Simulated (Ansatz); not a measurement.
A short molecular-dynamics run on `[SiH3]OBCl`.

```yaml
crystal:
  periodic: [false, false, false]
  atoms:
    - {symbol: Si, position_ang: [-0.210681, 1.170375, -0.170782]}
    - {symbol: O, position_ang: [-0.430835, -0.296191, 0.593352]}
    - {symbol: B, position_ang: [0.109494, -1.502945, 0.408847]}
    - {symbol: Cl, position_ang: [1.316907, -1.766712, -0.859571]}
    - {symbol: H, position_ang: [-0.576679, 1.048832, -1.601348]}
    - {symbol: H, position_ang: [-1.114025, 2.119522, 0.516086]}
    - {symbol: H, position_ang: [1.199720, 1.601496, -0.028853]}
    - {symbol: H, position_ang: [-0.201802, -2.431478, 1.086568]}
basis:
  gaussian: {orbitals: "6-31G*"}
hamiltonian: {xc: {name: PBE}}
md: {timestep: 1 fs, n_steps: 20, ensemble: nvt_langevin, temperature: 1500, initial_velocities: maxwell_boltzmann, friction: 0.01, seed: 284}
```

```sh
$ ansatz run in.yaml --threads 2 --pin off --events-out ev --progress --plain --max-ram 32768MiB --backend cpu
```

| step | time (fs) | potential energy (eV) | kinetic (eV) | T (K) | conserved (eV) |
| --- | --- | --- | --- | --- | --- |
| 0 | 0.0 | -23177.9756 | 1.3572 | 1312 | – |
| 1 | 1.0 | -23177.8925 | 1.3733 | 1328 | – |
| 2 | 2.0 | -23177.6951 | 1.2994 | 1257 | – |
| 3 | 3.0 | -23177.5199 | 1.0706 | 1035 | – |
| 4 | 4.0 | -23177.4415 | 1.0185 | 985 | – |
| 5 | 5.0 | -23177.4479 | 0.8905 | 861 | – |
| 6 | 6.0 | -23177.4940 | 1.0658 | 1031 | – |
| 7 | 7.0 | -23177.5067 | 1.0421 | 1008 | – |
| 8 | 8.0 | -23177.4248 | 1.0882 | 1052 | – |
| 9 | 9.0 | -23177.2259 | 0.9322 | 901 | – |
| 10 | 10.0 | -23177.0422 | 0.7522 | 727 | – |
| 11 | 11.0 | -23177.0561 | 0.7309 | 707 | – |
| 12 | 12.0 | -23177.2289 | 0.9260 | 895 | – |
| 13 | 13.0 | -23177.3898 | 1.0743 | 1039 | – |
| 14 | 14.0 | -23177.4454 | 1.0696 | 1034 | – |
| 15 | 15.0 | -23177.4166 | 1.0378 | 1004 | – |
| 16 | 16.0 | -23177.3236 | 1.0250 | 991 | – |
| 17 | 17.0 | -23177.2090 | 0.8592 | 831 | – |
| 18 | 18.0 | -23177.1981 | 1.0362 | 1002 | – |
| 19 | 19.0 | -23177.3284 | 1.0400 | 1006 | – |
| 20 | 20.0 | -23177.4914 | 1.1428 | 1105 | – |

Velocities are drawn at the set temperature; a run this short doesn't reach equilibrium.

Frames (Å, forces in eV/Å):

```xyz
8
time=0.0 fs
Si   -0.211    1.170   -0.171    0.106    0.516   -0.301
O    -0.431   -0.296    0.593   -0.460   -0.230    0.599
B     0.109   -1.503    0.409    0.106   -0.331   -0.003
Cl    1.317   -1.767   -0.860    0.302   -0.124   -0.297
H    -0.577    1.049   -1.601   -0.073    0.024   -0.268
H    -1.114    2.120    0.516   -0.153    0.186    0.108
H     1.200    1.601   -0.029    0.249    0.124    0.017
H    -0.202   -2.431    1.087   -0.077   -0.164    0.144
8
time=1.0 fs
Si   -0.203    1.174   -0.173   -1.139    0.358   -0.093
O    -0.432   -0.296    0.605   -0.646    0.281    0.484
B     0.108   -1.490    0.406   -0.107   -1.658    0.632
Cl    1.311   -1.772   -0.862    0.306   -0.064   -0.319
H    -0.509    1.052   -1.618   -0.219    0.010   -0.236
H    -1.136    2.158    0.513    0.323   -0.259   -0.215
H     1.181    1.509   -0.051    1.264    0.546    0.225
H    -0.216   -2.473    1.100    0.218    0.787   -0.478
8
time=2.0 fs
Si   -0.196    1.178   -0.176   -1.970    0.318    0.016
O    -0.433   -0.294    0.618   -0.827    0.668    0.366
B     0.105   -1.479    0.403   -0.201   -2.676    1.025
Cl    1.306   -1.778   -0.867    0.261    0.002   -0.294
H    -0.442    1.065   -1.636   -0.354   -0.011   -0.168
H    -1.151    2.194    0.508    0.676   -0.588   -0.428
H     1.178    1.419   -0.066    1.996    0.793    0.383
H    -0.228   -2.514    1.114    0.419    1.494   -0.901
8
time=3.0 fs
Si   -0.188    1.182   -0.178   -2.123    0.293    0.042
O    -0.434   -0.292    0.631   -0.962    0.922    0.228
B     0.102   -1.470    0.402   -0.178   -3.259    1.186
Cl    1.302   -1.784   -0.872    0.178    0.072   -0.238
H    -0.381    1.085   -1.654   -0.471   -0.033   -0.071
H    -1.155    2.218    0.500    0.872   -0.745   -0.517
H     1.193    1.335   -0.077    2.185    0.878    0.473
H    -0.232   -2.542    1.123    0.498    1.873   -1.103
8
time=4.0 fs
Si   -0.181    1.186   -0.179   -1.574    0.213    0.018
O    -0.436   -0.288    0.644   -1.002    0.998    0.071
B     0.100   -1.464    0.402   -0.123   -3.427    1.199
Cl    1.299   -1.792   -0.877    0.078    0.148   -0.165
H    -0.326    1.101   -1.668   -0.576   -0.045    0.029
H    -1.151    2.233    0.486    0.948   -0.776   -0.516
H     1.226    1.262   -0.090    1.760    0.887    0.503
H    -0.227   -2.553    1.123    0.489    2.003   -1.139
8
time=5.0 fs
Si   -0.174    1.190   -0.179   -0.565    0.009   -0.147
O    -0.438   -0.283    0.657   -0.955    0.886   -0.081
B     0.098   -1.461    0.402   -0.077   -3.248    1.099
Cl    1.297   -1.800   -0.883   -0.004    0.229   -0.109
H    -0.278    1.112   -1.683   -0.652   -0.041    0.195
H    -1.137    2.239    0.467    0.895   -0.687   -0.431
H     1.272    1.201   -0.098    0.956    0.907    0.494
H    -0.216   -2.550    1.106    0.403    1.946   -1.020
8
time=6.0 fs
Si   -0.167    1.195   -0.178    0.637   -0.374   -0.370
O    -0.439   -0.277    0.669   -0.850    0.673   -0.250
B     0.097   -1.461    0.401   -0.036   -2.698    0.893
Cl    1.295   -1.808   -0.887   -0.047    0.303   -0.093
H    -0.234    1.122   -1.693   -0.710   -0.043    0.323
H    -1.109    2.239    0.440    0.676   -0.441   -0.241
H     1.327    1.151   -0.101    0.091    0.959    0.467
H    -0.198   -2.530    1.076    0.240    1.621   -0.728
8
time=7.0 fs
Si   -0.160    1.198   -0.176    1.817   -0.887   -0.609
O    -0.441   -0.270    0.681   -0.671    0.382   -0.443
B     0.099   -1.462    0.400   -0.004   -1.707    0.537
Cl    1.292   -1.817   -0.892   -0.054    0.369   -0.108
H    -0.195    1.131   -1.698   -0.748   -0.053    0.404
H    -1.072    2.234    0.411    0.332   -0.065    0.018
H     1.385    1.114   -0.099   -0.674    1.017    0.430
H    -0.177   -2.493    1.040    0.002    0.943   -0.229
8
time=8.0 fs
Si   -0.151    1.202   -0.174    2.784   -1.412   -0.834
O    -0.444   -0.263    0.690   -0.463    0.095   -0.617
B     0.104   -1.463    0.400    0.118   -0.267   -0.115
Cl    1.288   -1.825   -0.898   -0.042    0.435   -0.125
H    -0.167    1.145   -1.700   -0.759   -0.078    0.443
H    -1.033    2.233    0.383   -0.048    0.358    0.298
H     1.442    1.090   -0.097   -1.243    1.052    0.394
H    -0.154   -2.448    0.998   -0.347   -0.183    0.556
8
time=9.0 fs
Si   -0.141    1.207   -0.171    3.456   -1.863   -0.987
O    -0.444   -0.255    0.699   -0.291   -0.130   -0.753
B     0.110   -1.462    0.403    0.391    1.484   -1.023
Cl    1.285   -1.832   -0.905   -0.047    0.503   -0.124
H    -0.151    1.160   -1.697   -0.743   -0.114    0.435
H    -0.997    2.239    0.357   -0.364    0.726    0.544
H     1.491    1.068   -0.094   -1.615    1.082    0.359
H    -0.127   -2.405    0.959   -0.787   -1.687    1.549
8
time=10.0 fs
Si   -0.129    1.212   -0.170    3.771   -2.130   -1.010
O    -0.446   -0.248    0.707   -0.125   -0.321   -0.862
B     0.116   -1.460    0.406    0.561    2.785   -1.693
Cl    1.282   -1.838   -0.913   -0.078    0.568   -0.087
H    -0.147    1.174   -1.693   -0.700   -0.149    0.401
H    -0.964    2.255    0.337   -0.529    0.920    0.691
H     1.527    1.054   -0.087   -1.819    1.098    0.311
H    -0.104   -2.382    0.936   -1.081   -2.771    2.248
8
time=11.0 fs
Si   -0.116    1.216   -0.169    3.748   -2.149   -0.932
O    -0.448   -0.243    0.713    0.014   -0.401   -0.953
B     0.122   -1.455    0.410    0.424    2.646   -1.601
Cl    1.279   -1.843   -0.922   -0.126    0.622   -0.010
H    -0.154    1.191   -1.691   -0.635   -0.191    0.394
H    -0.933    2.278    0.326   -0.531    0.910    0.731
H     1.544    1.048   -0.073   -1.879    1.089    0.246
H    -0.099   -2.387    0.937   -1.016   -2.525    2.126
8
time=12.0 fs
Si   -0.101    1.220   -0.169    3.352   -1.891   -0.785
O    -0.448   -0.239    0.719    0.101   -0.337   -1.028
B     0.128   -1.448    0.413    0.078    1.300   -0.926
Cl    1.276   -1.849   -0.930   -0.183    0.674    0.084
H    -0.169    1.212   -1.693   -0.555   -0.239    0.446
H    -0.908    2.309    0.324   -0.354    0.657    0.654
H     1.539    1.051   -0.055   -1.764    1.061    0.178
H    -0.107   -2.417    0.955   -0.675   -1.225    1.378
8
time=13.0 fs
Si   -0.085    1.224   -0.170    2.613   -1.418   -0.572
O    -0.449   -0.236    0.724    0.185   -0.252   -1.107
B     0.133   -1.439    0.415   -0.302   -0.259   -0.149
Cl    1.274   -1.853   -0.937   -0.244    0.729    0.179
H    -0.192    1.238   -1.694   -0.463   -0.301    0.489
H    -0.888    2.349    0.326   -0.075    0.236    0.510
H     1.514    1.066   -0.038   -1.436    0.994    0.125
H    -0.119   -2.465    0.981   -0.279    0.271    0.526
8
time=14.0 fs
Si   -0.070    1.228   -0.171    1.656   -0.895   -0.360
O    -0.450   -0.233    0.728    0.261   -0.137   -1.178
B     0.136   -1.431    0.415   -0.588   -1.464    0.440
Cl    1.271   -1.857   -0.944   -0.311    0.772    0.279
H    -0.220    1.267   -1.691   -0.365   -0.369    0.496
H    -0.865    2.392    0.331    0.170   -0.182    0.373
H     1.476    1.092   -0.020   -0.872    0.884    0.094
H    -0.134   -2.511    1.014    0.049    1.392   -0.145
8
time=15.0 fs
Si   -0.056    1.232   -0.171    0.400   -0.356   -0.123
O    -0.451   -0.232    0.732    0.315    0.040   -1.240
B     0.138   -1.422    0.416   -0.722   -2.214    0.779
Cl    1.268   -1.861   -0.952   -0.386    0.807    0.383
H    -0.250    1.294   -1.680   -0.278   -0.432    0.421
H    -0.841    2.435    0.341    0.365   -0.576    0.239
H     1.426    1.127   -0.001    0.042    0.737    0.113
H    -0.147   -2.539    1.050    0.265    1.995   -0.573
8
time=16.0 fs
Si   -0.043    1.235   -0.171   -1.210    0.133    0.074
O    -0.451   -0.229    0.736    0.409    0.145   -1.319
B     0.141   -1.415    0.417   -0.798   -2.545    0.987
Cl    1.265   -1.865   -0.959   -0.458    0.835    0.479
H    -0.286    1.318   -1.664   -0.199   -0.490    0.282
H    -0.812    2.475    0.353    0.479   -0.897    0.127
H     1.371    1.175    0.014    1.380    0.570    0.207
H    -0.156   -2.548    1.083    0.397    2.248   -0.836
8
time=17.0 fs
Si   -0.031    1.238   -0.173   -2.833    0.392    0.157
O    -0.448   -0.225    0.740    0.566    0.171   -1.408
B     0.145   -1.411    0.418   -0.907   -2.541    1.096
Cl    1.262   -1.869   -0.966   -0.507    0.849    0.561
H    -0.328    1.333   -1.647   -0.116   -0.531    0.158
H    -0.776    2.502    0.364    0.477   -1.058    0.068
H     1.327    1.230    0.023    2.822    0.455    0.339
H    -0.167   -2.538    1.106    0.498    2.264   -0.971
8
time=18.0 fs
Si   -0.018    1.240   -0.174   -3.854    0.370    0.200
O    -0.446   -0.221    0.742    0.762    0.185   -1.502
B     0.149   -1.411    0.420   -1.003   -2.190    1.050
Cl    1.258   -1.873   -0.972   -0.539    0.847    0.635
H    -0.377    1.340   -1.631   -0.014   -0.548    0.081
H    -0.735    2.514    0.375    0.380   -1.052    0.066
H     1.308    1.286    0.032    3.719    0.416    0.403
H    -0.179   -2.501    1.115    0.550    1.972   -0.934
8
time=19.0 fs
Si   -0.008    1.242   -0.176   -3.695    0.328    0.322
O    -0.443   -0.216    0.743    0.964    0.180   -1.603
B     0.152   -1.413    0.421   -1.026   -1.513    0.834
Cl    1.255   -1.877   -0.979   -0.580    0.837    0.719
H    -0.428    1.346   -1.617    0.104   -0.561    0.076
H    -0.691    2.519    0.388    0.237   -0.984    0.083
H     1.321    1.348    0.043    3.469    0.355    0.289
H    -0.190   -2.440    1.115    0.527    1.358   -0.720
8
time=20.0 fs
Si    0.001    1.241   -0.180   -2.514    0.493    0.616
O    -0.439   -0.210    0.743    1.141    0.153   -1.703
B     0.156   -1.415    0.422   -0.925   -0.557    0.393
Cl    1.253   -1.882   -0.986   -0.630    0.824    0.815
H    -0.472    1.356   -1.605    0.203   -0.579    0.071
H    -0.646    2.524    0.403    0.098   -0.939    0.085
H     1.363    1.412    0.060    2.236    0.160    0.009
H    -0.200   -2.369    1.111    0.390    0.445   -0.286
```

Run time 2.1 min (2 threads of a server CPU on a shared host); peak host memory 0.18 GiB.
